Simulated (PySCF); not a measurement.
Consider carbon tetrabromide, `BrC(Br)(Br)Br` (CBr4). Atom numbers as in the mapped SMILES `[Br:1][C:2]([Br:3])([Br:4])[Br:5]`.

Level of theory: ωB97X-D3(BJ)/ma-def2-TZVP single points in PySCF, grid level 2; every species was optimised with PBE0-D3(BJ)/def2-SVP. Thermal corrections: PBE0-D3(BJ)/def2-SVP frequencies, unscaled, ideal gas at 298.15 K and 1 bar, quasi-RRHO entropy.

Problem. What are the vertical and the adiabatic ionisation energy for forming the radical cation?

Solution. 10.70 eV vertical and 10.59 eV adiabatic, the latter with zero-point energy.

Problem. Where does the unpaired spin of the relaxed radical cation sit?

Solution. Br3 (bromine) 0.48, Br1 (bromine) 0.35, Br5 (bromine) 0.15 (intrinsic atomic orbital populations). This structure is symmetry-broken (see the note below).

Problem. What oxidation potential follows in DMF (IEF-PCM), given that Fc+/Fc comes at 4.54 V absolute with this functional and basis?

Solution. In the gas phase ΔG of oxidation is 10.517 eV, and solvation is -6.5 kJ/mol for the parent and -216.7 kJ/mol for the product, so the absolute potential is 8.34 V, or 3.80 V against Fc+/Fc. Fc+/Fc in DMF, 4.54 V, is ωB97X-D3(BJ)/ma-def2-TZVP on PBE0-D3(BJ)/def2-SVP structures with GFN2-xTB thermal terms. Benchmark calculations put it near 5.0 V in acetonitrile and DMSO, so it is about 0.5 V low, and the value against it can read up to that much too high. The solvent is electrostatics only, on gas-phase structures; the absolute scale refers to an electron at rest in vacuum.

Problem. How far is −ε(HOMO) from the vertical value by ΔSCF?

Solution. −ε(HOMO) = 10.70 eV, which is 0.00 eV below the ΔSCF value.

Note: spin-orbit coupling is left out of the energies, which matters for open shells on the heavier atoms; atoms from Ga to Kr are treated without relativity; Br1 and Br3 are equivalent in the parent, but the relaxed radical cation is symmetry-broken (Td to D2d), as a Jahn-Teller-type distortion or an artefact of the method; its spin populations, distances and adiabatic value belong to that structure.
